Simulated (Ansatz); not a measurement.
Geometry optimisation, UKS PBE/def2-SVP in Ansatz.

Input file:

```yaml
crystal:
  periodic: [false, false, false]
  atoms:
    - { symbol: Ta, position_ang: [-0.162067, -0.095843, -0.025709] }
    - { symbol: Cl, position_ang: [2.273906, -0.128585, 0.087348] }
    - { symbol: O, position_ang: [-0.162935, -0.403472, 1.848223] }
    - { symbol: H, position_ang: [0.14829, -0.716871, 2.709893] }
    - { symbol: F, position_ang: [0.091737, -0.082405, -1.907788] }
    - { symbol: O, position_ang: [-0.972887, 1.609536, 0.021984] }
    - { symbol: H, position_ang: [-1.27442, 2.093126, 0.812754] }
    - { symbol: F, position_ang: [-1.362425, -1.530041, -0.284662] }
    - { symbol: H, position_ang: [4.8152, 0.278855, 0.068457] }
magnetization:
  spin_polarized: true
  initial_magnetization: 1
basis:
  gaussian: { orbitals: def2-SVP }
hamiltonian:
  xc: pbe
relax:
  f_tol: 0.03
  max_steps: 50
```

Command:

```bash
$ ansatz run input.yaml --threads 4 --pin off --max-ram 5120MiB --backend cpu --events-out ev --progress --plain --runs-dir out
```

Problem. Where does it end, and by what steps?

Solution. It converged. The force dipped under the threshold on the way, but the program's further checks kept it going. After 15 steps the energy has fallen by 0.085 eV; H9 moved furthest, 0.75 Å.

| step | energy less start (eV) | largest force component (eV/Å) | accepted |
| --- | --- | --- | --- |
| 0 | 0.0000 | 1.037 | yes |
| 1 | -0.0340 | 0.462 | yes |
| 2 | -0.0532 | 0.092 | yes |
| 3 | -0.0556 | 0.282 | yes |
| 4 | -0.0716 | 0.086 | yes |
| 5 | -0.0718 | 0.340 | yes |
| 6 | -0.0788 | 0.102 | yes |
| 7 | -0.0827 | 0.172 | yes |
| 8 | -0.0829 | 0.153 | yes |
| 9 | -0.0843 | 0.032 | yes |
| 10 | -0.0820 | 0.481 | no |
| 11 | -0.0848 | 0.011 | yes |
| 12 | -0.0847 | 0.135 | no |
| 13 | -0.0850 | 0.020 | yes |
| 14 | -0.0850 | 0.074 | no |
| 15 | -0.0852 | 0.017 | yes |

```xyz
9
Properties=species:S:1:pos:R:3
Ta -0.179 -0.112 -0.019
Cl 2.156 -0.180 -0.005
O -0.254 -0.356 1.867
H -0.269 -0.761 2.747
F -0.141 -0.066 -1.920
O -0.949 1.625 0.036
H -1.212 2.073 0.861
F -1.305 -1.621 -0.216
H 5.546 0.422 -0.020
```

Whether the end is a true minimum wasn't checked by a vibrational analysis.

The run took 67 s on 4 threads of Intel(R) Xeon(R) Platinum 8259CL CPU @ 2.50GHz (Skylake/Cascade Lake), with other jobs on the host, peak memory 0.27 GiB.
